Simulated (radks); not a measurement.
Results of a calculation; reference values are marked as such.
Spherical quantum dot in the effective-mass picture: electrons in a hard-walled sphere of radius 5.66, with a point charge +1 (a donor) at the centre, all in effective atomic units (hartree* = m*/eps^2 hartree, bohr* = eps/m* bohr), one dielectric constant everywhere. Level of theory: non-relativistic Kohn-Sham, PBE, spin-polarised, spherical densities (a radial shooting solver with Libxc functionals). Levels are named by radial order and angular momentum (1s, 1p, 1d, 2s, ...), and open shells are averaged over m. Results are scaled to m* = 0.42 and eps = 16.4, for which hartree* = 42.49 meV and bohr* = 2.066 nm.

N = 20, configuration 1s2 1p6 1d10 2s(up 1, down 0) 1f(up 1, down 0). This is the lowest configuration that the search found. Occupied levels:

| level | occupation | eigenvalue (meV) | <r> (nm) |
|---|---|---|---|
| 1s up | 1 | 181.08 | 7.706 |
| 1s down | 1 | 181.86 | 8.054 |
| 1p up | 3 | 184.75 | 8.368 |
| 1p down | 3 | 185.15 | 8.370 |
| 1d up | 5 | 190.44 | 8.600 |
| 1d down | 5 | 190.83 | 8.588 |
| 2s up | 1 | 194.21 | 3.778 |
| 1f up | 1 | 198.31 | 8.787 |

Energy (meV): total 1905.19, kinetic 464.08, external -248.27, Hartree 1941.1, exchange-correlation -251.71.
